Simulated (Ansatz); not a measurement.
Born–Oppenheimer molecular dynamics of ClF2H2HfN (7 atoms, charge 0, multiplicity 1). It starts from a relaxed structure.

All numbers below come from RKS PBE-D4/def2-SVP (Ansatz).

```json
{"ensemble": "NVT, Nosé–Hoover chain", "time step": "0.5 fs", "steps asked": "250", "set temperature": "500 K", "thermostat": "time constant 50 fs, chain length 3", "seed": "41740"}
```

Frames 2.5 fs apart, positions in Å.

Velocities at 65 fs (Å/ps):

```
Hf -0.14 -0.24 0.04
Cl 0.25 0.51 0.09
F 0.16 -0.34 -0.66
F -0.35 1.81 0.69
N 2.15 -0.53 1.65
H -7.97 4.03 -29.14
H -1.51 0.48 -4.00
```

```xyz
7
Properties=species:S:1:pos:R:3 time_fs=65 energy_less_start_eV=0.389 T=94
Hf -0.058 -0.053 -0.013
Cl 0.364 -0.112 2.324
F 1.784 0.234 -0.634
F -1.045 1.467 -0.428
N -1.057 -1.562 -0.785
H -2.144 -1.518 -0.803
H -0.706 -2.556 -1.014
7
Properties=species:S:1:pos:R:3 time_fs=67.5 energy_less_start_eV=0.250 T=315
Hf -0.058 -0.054 -0.013
Cl 0.365 -0.111 2.325
F 1.782 0.233 -0.636
F -1.048 1.473 -0.426
N -1.056 -1.568 -0.782
H -2.104 -1.519 -0.880
H -0.733 -2.513 -1.016
7
Properties=species:S:1:pos:R:3 time_fs=70 energy_less_start_eV=0.310 T=244
Hf -0.057 -0.054 -0.013
Cl 0.365 -0.110 2.325
F 1.778 0.230 -0.638
F -1.053 1.484 -0.426
N -1.060 -1.579 -0.781
H -2.020 -1.530 -0.965
H -0.767 -2.479 -1.025
7
Properties=species:S:1:pos:R:3 time_fs=72.5 energy_less_start_eV=0.168 T=479
Hf -0.055 -0.054 -0.012
Cl 0.364 -0.109 2.326
F 1.770 0.225 -0.640
F -1.061 1.496 -0.426
N -1.062 -1.588 -0.778
H -2.045 -1.533 -1.077
H -0.763 -2.549 -1.059
7
Properties=species:S:1:pos:R:3 time_fs=75 energy_less_start_eV=0.278 T=333
Hf -0.052 -0.053 -0.011
Cl 0.363 -0.109 2.326
F 1.760 0.219 -0.642
F -1.071 1.511 -0.426
N -1.065 -1.604 -0.778
H -2.082 -1.526 -1.187
H -0.755 -2.595 -1.081
7
Properties=species:S:1:pos:R:3 time_fs=77.5 energy_less_start_eV=0.141 T=561
Hf -0.049 -0.052 -0.010
Cl 0.362 -0.109 2.327
F 1.748 0.212 -0.645
F -1.081 1.525 -0.427
N -1.075 -1.628 -0.785
H -2.010 -1.520 -1.248
H -0.766 -2.554 -1.068
7
Properties=species:S:1:pos:R:3 time_fs=80 energy_less_start_eV=0.269 T=388
Hf -0.046 -0.051 -0.009
Cl 0.360 -0.109 2.328
F 1.735 0.204 -0.648
F -1.091 1.538 -0.427
N -1.087 -1.652 -0.794
H -1.912 -1.506 -1.290
H -0.758 -2.541 -1.052
7
Properties=species:S:1:pos:R:3 time_fs=82.5 energy_less_start_eV=0.210 T=491
Hf -0.043 -0.050 -0.008
Cl 0.358 -0.110 2.329
F 1.722 0.195 -0.652
F -1.099 1.550 -0.427
N -1.093 -1.669 -0.797
H -1.921 -1.470 -1.387
H -0.711 -2.620 -1.051
7
Properties=species:S:1:pos:R:3 time_fs=85 energy_less_start_eV=0.386 T=234
Hf -0.041 -0.048 -0.007
Cl 0.356 -0.111 2.329
F 1.710 0.185 -0.658
F -1.106 1.558 -0.426
N -1.095 -1.687 -0.800
H -1.930 -1.446 -1.477
H -0.689 -2.656 -1.037
7
Properties=species:S:1:pos:R:3 time_fs=87.5 energy_less_start_eV=0.295 T=380
Hf -0.039 -0.046 -0.006
Cl 0.353 -0.112 2.330
F 1.701 0.175 -0.666
F -1.111 1.562 -0.424
N -1.096 -1.703 -0.808
H -1.847 -1.468 -1.490
H -0.714 -2.612 -1.007
7
Properties=species:S:1:pos:R:3 time_fs=90 energy_less_start_eV=0.421 T=197
Hf -0.038 -0.044 -0.005
Cl 0.350 -0.114 2.331
F 1.694 0.165 -0.675
F -1.113 1.562 -0.422
N -1.095 -1.710 -0.815
H -1.755 -1.507 -1.493
H -0.732 -2.613 -0.987
7
Properties=species:S:1:pos:R:3 time_fs=92.5 energy_less_start_eV=0.311 T=372
Hf -0.038 -0.041 -0.004
Cl 0.347 -0.116 2.331
F 1.692 0.154 -0.687
F -1.113 1.559 -0.418
N -1.085 -1.708 -0.811
H -1.766 -1.524 -1.586
H -0.720 -2.694 -0.975
```

Of the whole run (125 fs, mean temperature of the second half 408 K): The conserved energy stayed within 0.72 meV per atom of its start (net change 0.41 meV per atom), so the integration is sound. The mean temperature of the second half is 18 % below the set value. A run of 0.12 ps of so small a system gives no equilibrium averages.

Time of the run: 4.9 min on 2 threads of Intel(R) Xeon(R) 6975P-C (Granite Rapids), on a shared host, peak memory 0.21 GiB.
